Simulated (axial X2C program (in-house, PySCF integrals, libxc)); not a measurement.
Excited states of RbCl by EOM-EE-CCSD

Calculated with an in-house all-electron X2C program for linear molecules (integrals from PySCF): two-component X2C with atomic mean-field Coulomb and Gaunt terms, Gaussian nuclei, basis Rb dyall-acv3z, Cl dyall-av3z with contracted cores.

R = 2.787 Å (near the PBE0 minimum at charge 0 of the determinant lowest at the starting distance; the state shown can have its own minimum elsewhere).

Hartree–Fock spinors of RbCl (one of each Kramers pair; a window near the gap, which can cut inner shells):

```
  ω  occupied  ε (eV)                    character
1/2       yes  -22.50                     97% Rb p
3/2       yes  -21.64                    100% Rb p
1/2       yes  -21.44            93% Rb p, 4% Cl s
1/2       yes   -9.29   91% Cl p, 4% Rb d, 3% Rb p
1/2       yes   -9.11            95% Cl p, 3% Rb d
3/2       yes   -9.05            96% Cl p, 3% Rb d
1/2        no   -0.34           68% Rb s, 31% Rb p
1/2        no    0.11            95% Rb p, 4% Rb d
3/2        no    0.11            96% Rb p, 4% Rb d
1/2        no    0.12           56% Rb p, 43% Rb s
1/2        no    0.33  55% Rb s, 41% Rb p, 4% Rb d
1/2        no    0.40           84% Rb p, 15% Rb d
```

Vertical excitation energies from the closed-shell determinant state of RbCl:

```csv
Ω,excitation (eV),cm⁻¹,hole of the leading pair,particle of the leading pair,weight of the pair (for Ω = 0 its time-reversed partner can hold as much again),singles weight
2,5.196,41909,96% Cl pπ,"78% Rb sσ, 19% Rb pσ",0.94,0.94
1,5.203,41961,96% Cl pπ,"78% Rb sσ, 19% Rb pσ",0.92,0.94
0⁻,5.230,42186,"46% Cl pσ, 46% Cl pπ","77% Rb sσ, 20% Rb pσ",0.47,0.95
1,5.235,42223,"51% Cl pσ, 41% Cl pπ","77% Rb sσ, 20% Rb pσ",0.92,0.95
0⁺,5.254,42375,"75% Cl pπ, 20% Cl pσ","77% Rb sσ, 19% Rb pσ",0.47,0.95
0⁻,5.324,42941,"50% Cl pπ, 43% Cl pσ","77% Rb sσ, 20% Rb pσ",0.47,0.95
1,5.328,42975,"54% Cl pπ, 39% Cl pσ","77% Rb sσ, 20% Rb pσ",0.94,0.94
0⁺,5.367,43287,"70% Cl pσ, 21% Cl pπ","77% Rb sσ, 20% Rb pσ",0.47,0.94
2,6.585,53111,96% Cl pπ,"82% Rb pπ, 17% Rb dπ",0.95,0.95
3,6.591,53162,96% Cl pπ,"83% Rb pπ, 17% Rb dπ",0.95,0.95
2,6.649,53627,"73% Cl pπ, 21% Cl pσ","82% Rb pπ, 17% Rb dπ",0.95,0.95
```

This point took 94 s on 1 thread of Intel(R) Xeon(R) 6975P-C (Granite Rapids), on a shared host.

Reference electrons by ω block (each with its −ω partner): 1/2: 19, 3/2: 7, 5/2: 1. 16 electrons of RbCl correlated (inner shells frozen), 88 natural virtual spinors (a truncated set); levels can be off by some tenths of an eV. Roots sought by Ω: (0: 5, 1: 4, 2: 3, 3: 1); rows need 60 % singles weight and stop where some Ω has no more roots. Missing are any skipped roots, higher Ω and states of a further excitation; these come out far too high here and may in truth be low or lowest. T1 of the reference 0.004 (Lee–Taylor). Some roots did not converge and are left out. Number of frozen shells: Rb 3 s, 2 p, 1 d; Cl 2 s, 1 p.
